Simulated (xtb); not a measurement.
Cl3Eu (SMILES [Cl][Eu]([Cl])[Cl]), septet, geometry from GFN2-xTB (such geometries of metal compounds can be far from the true shape) (GFN-xTB holds the 4f electrons in the core, so unpaired electrons go into valence orbitals and the state isn't the physical one); GFN0-xTB in xtb.

The xtb input:
```
$ xtb mol.xyz --gfn 0 --uhf 6 --grad --json

# file mol.xyz
4

Eu    -0.24696098    -0.15820251    -0.03161308
Cl    -2.36060967    -1.51219996    -0.30217791
Cl     1.06448499     2.05474653    -0.34264689
Cl     2.21133300     0.04373332     0.76197918
```

What does xtb print? Leave out banner, timings and long lists.


```
   ID    Z sym.   atoms
    1   63 Eu     1
    2   17 Cl     2-4

           -------------------------------------------------
          |                Calculation Setup                |
           -------------------------------------------------

           -------------------------------------------------
          |                 G F N 0 - x T B                 |
           -------------------------------------------------

          ...................................................
          :                      SETUP                      :
          :.................................................:
          :  # basis functions                  40          :
          :  # atomic orbitals                  36          :
          :  # shells                           12          :
          :  # electrons                        24          :
          :  electronic temp.          300.0000000     K    :
          :  accuracy                    1.0000000          :
          :  -> integral cutoff          0.2500000E+02      :
          :  -> integral neglect         0.1000000E-07      :
          ...................................................

         :::::::::::::::::::::::::::::::::::::::::::::::::::::
         ::                     SUMMARY                     ::
         :::::::::::::::::::::::::::::::::::::::::::::::::::::
         :: total energy             -13.755230550186 Eh    ::
         :: gradient norm              0.064353997423 Eh/a0 ::
         :: HOMO-LUMO gap              0.292871852751 eV    ::
         ::.................................................::
         :: H0 energy                -13.628974440880 Eh    ::
         :: repulsion energy           0.004805843740 Eh    ::
         :: electrostat energy        -0.130117094381 Eh    ::
         :: -> Gsolv                   0.000000000000 Eh    ::
         ::    -> Gsasa                0.000000000000 Eh    ::
         ::    -> Gshift               0.000000000000 Eh    ::
         :: dispersion energy         -0.000944858665 Eh    ::
         :: short-range corr.          0.000000000000 Eh    ::
         :: add. restraining           0.000000000000 Eh    ::
         :: total charge               0.000000000000 e     ::
         :::::::::::::::::::::::::::::::::::::::::::::::::::::

           -------------------------------------------------
          |                Property Printout                |
           -------------------------------------------------

    * Orbital Energies and Occupations

         #    Occupation            Energy/Eh            Energy/eV
      -------------------------------------------------------------
         1        2.0000           -0.9822121             -26.7274
       ...           ...                  ...                  ...
         3        2.0000           -0.9779738             -26.6120
         4        2.0000           -0.4915515             -13.3758
         5        2.0000           -0.4762728             -12.9600
         6        2.0000           -0.4613310             -12.5535
         7        1.9909           -0.4503873             -12.2557
         8        1.9308           -0.4484053             -12.2017
         9        1.9086           -0.4481174             -12.1939
        10        1.1651           -0.4443961             -12.0926
        11        1.0047           -0.4408424             -11.9959
        12        1.0000           -0.3983707             -10.8402
        13        1.0000           -0.3222787              -8.7696
        14        0.9995           -0.2967527              -8.0751
        15        0.9968           -0.2949162              -8.0251 (HOMO)
        16        0.0037           -0.2841533              -7.7322 (LUMO)
        17                         -0.2457253              -6.6865
        18                         -0.0882435              -2.4012
        19                         -0.0666928              -1.8148
        20                         -0.0654175              -1.7801
        21                         -0.0643761              -1.7518
        22                         -0.0638009              -1.7361
        23                         -0.0610366              -1.6609
        24                         -0.0609699              -1.6591
        25                         -0.0606022              -1.6491
        26                         -0.0572313              -1.5573
       ...                                ...                  ...
        36                          0.7636325              20.7795
      -------------------------------------------------------------
                  HL-Gap            0.0107628 Eh            0.2929 eV
             Fermi-level            0.0000000 Eh            0.0000 eV

     #   Z          covCN         q      C6AA      α(0)
     1  63 Eu       2.136     0.992   281.438    41.536
     2  17 Cl       0.714    -0.418   110.424    16.060
     3  17 Cl       1.318    -0.287   106.249    15.757
     4  17 Cl       1.318    -0.287   106.249    15.757

 Mol. C6AA /au·bohr⁶  :       2208.710878
 Mol. C8AA /au·bohr⁸  :     200002.897817
 Mol. α(0) /au        :         89.110823

Wiberg/Mayer (AO) data.
largest (>0.10) Wiberg bond orders for each atom

 ---------------------------------------------------------------------------
     #   Z sym  total        # sym  WBO       # sym  WBO       # sym  WBO
 ---------------------------------------------------------------------------
     1  63 Eu   1.210 --     2 Cl   0.513     3 Cl   0.348     4 Cl   0.348
     2  17 Cl   0.549 --     1 Eu   0.513
     3  17 Cl   1.646 --     4 Cl   1.279     1 Eu   0.348
     4  17 Cl   1.646 --     3 Cl   1.279     1 Eu   0.348
 ---------------------------------------------------------------------------

Topologies differ in total number of bonds
Writing topology from bond orders to xtbtopo.mol

 dipole moment from electron density (au)
     X       Y       Z
   6.5186   4.1758   0.8344  total (Debye):   19.791

           -------------------------------------------------
          | TOTAL ENERGY              -13.755230550186 Eh   |
          | GRADIENT NORM               0.064353997423 Eh/α |
          | HOMO-LUMO GAP               0.292871852751 eV   |
           -------------------------------------------------

normal termination of xtb
```
